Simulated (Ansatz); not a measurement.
Relaxation of CH7BFN (11 atoms, charge 0, multiplicity 1), to a largest force component of 0.03 eV/Å in at most 50 steps.

Method: RKS B3LYP/6-31G* in Ansatz.

```xyz
11
Properties=species:S:1:pos:R:3:forces:R:3
B -0.110 -0.497 -0.535 -0.05 0.43 -0.65
C 0.027 -0.188 2.262 0.09 -0.22 0.41
H -1.051 -0.009 2.256 0.01 0.00 -0.01
H 0.372 -0.271 3.298 -0.01 0.00 -0.01
H 0.538 0.653 1.788 0.01 -0.01 0.00
H 0.848 0.207 -0.652 -0.01 0.00 -0.01
N -1.398 -0.001 -0.753 -0.02 0.02 0.02
H -2.231 -0.566 -0.656 -0.01 -0.01 -0.02
H -1.578 0.971 -0.955 -0.01 0.01 0.00
F 0.062 -1.796 -0.280 0.05 -0.55 -0.08
H 0.250 -1.121 1.727 -0.05 0.34 0.35
```

Task: Where does it end, and by what steps?

Result: The run converged. The force dipped under the threshold on the way, but the program's further checks kept it going. After 26 steps the energy has fallen by 0.215 eV; H9 moved furthest, 1.64 Å.

```csv
step,energy less start (eV),largest force component (eV/Å),accepted
0,0.0000,0.646,yes
1,-0.1061,0.596,yes
2,-0.1552,0.516,yes
3,-0.1741,0.156,yes
4,-0.1770,0.105,yes
5,-0.1822,0.191,yes
6,-0.1854,0.189,yes
7,-0.1897,0.148,yes
8,-0.1923,0.274,yes
9,-0.1971,0.127,yes
10,-0.2009,0.057,yes
11,-0.2028,0.202,yes
12,-0.2036,0.217,yes
13,-0.2071,0.102,yes
14,-0.2093,0.049,yes
15,-0.2104,0.052,yes
16,-0.2110,0.116,yes
17,-0.2121,0.069,yes
18,-0.2128,0.016,yes
19,-0.2135,0.054,yes
20,-0.2099,0.287,no
21,-0.2140,0.087,yes
22,-0.2143,0.071,yes
23,-0.2143,0.071,yes
24,-0.2147,0.041,yes
25,-0.2148,0.020,yes
26,-0.2149,0.009,yes
```

```xyz
11
Properties=species:S:1:pos:R:3
B -0.257 -0.412 -1.317
C 0.219 -0.198 3.240
H -0.788 0.015 3.612
H 0.654 -1.016 3.821
H 0.841 0.694 3.349
H 0.656 -0.092 -2.019
N -1.577 -0.092 -1.642
H -2.365 -0.352 -1.064
H -1.822 0.419 -2.477
F 0.000 -1.099 -0.188
H 0.169 -0.485 2.186
```

Whether the end is a true minimum wasn't checked by a vibrational analysis.

Time of the run: 67 s on 1 thread of Arm Neoverse V2, on a shared host, peak memory 0.17 GiB.
